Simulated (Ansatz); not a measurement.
`C[Si](O)(O)S` + HCl → `C[Si](O)(O)Cl` + H₂S  (ligand exchange at the Si–S bond)

Isolated molecules relaxed with PBE0-D4/def2-TZVP in Ansatz; ΔE leaves out vibrations. CBS: MP2 limit from def2 TZ/QZ plus the TZ coupled-cluster correction, frozen cores. This one scheme is used for every species. DFT in def2-TZVPP. B3LYP here is the variant with VWN-RPA as its local correlation; programs differ in this. HSE06 is defined as in plane-wave codes. Each species was taken in one conformer, which may not be the lowest.

| level | ΔE (kJ/mol) | difference from CCSD(T)/CBS |
| --- | --- | --- |
| revPBE-D4 | -42.6 | 5.2 |
| r2SCAN-D4 | -48.5 | -0.7 |
| PBE0-D4 | -45.8 | 2.0 |
| CAM-B3LYP-D4 | -51.4 | -3.6 |
| revPBE | -45.6 | 2.2 |
| r2SCAN | -49.0 | -1.2 |
| B3LYP | -51.9 | -4.1 |
| r2SCAN0 | -50.2 | -2.4 |
| HSE06 | -47.4 | 0.4 |
| CAM-B3LYP | -53.1 | -5.3 |
| RPA@PBE/def2-TZVPP | -46.7 | 1.1 |
| HF/def2-SVP | -61.4 | -13.6 |
| MP2/def2-SVP | -51.6 | -3.8 |
| HF/def2-TZVPP | -59.4 | -11.6 |
| CCSD/def2-TZVPP | -49.2 | -1.4 |
| CCSD(T)/def2-TZVPP | -47.3 | 0.5 |
| CCSD(T)/CBS | -47.8 | 0 |

Largest T1 diagnostic among the species: 0.011.

Leaving LDA and LC-ωPBE aside and taking each functional with its dispersion term where it has one, the values, not all of them listed here, spread over 9.7 kJ/mol, from BHLYP-D4 to revPBE-D4. From BLYP to BHLYP (50 % exact exchange), in def2-TZVPP and without D4, ΔE moves by −4.2 kJ/mol. In def2-TZVPP, CCSD(T) changes the Hartree–Fock value by +12.1 kJ/mol (the triples alone add +1.9 kJ/mol) and MP2 by +11.6 kJ/mol.

CCSD(T)/CBS has its own doubt, a few kJ/mol and more with outer-core shells, so smaller differences from it don't rank the levels.
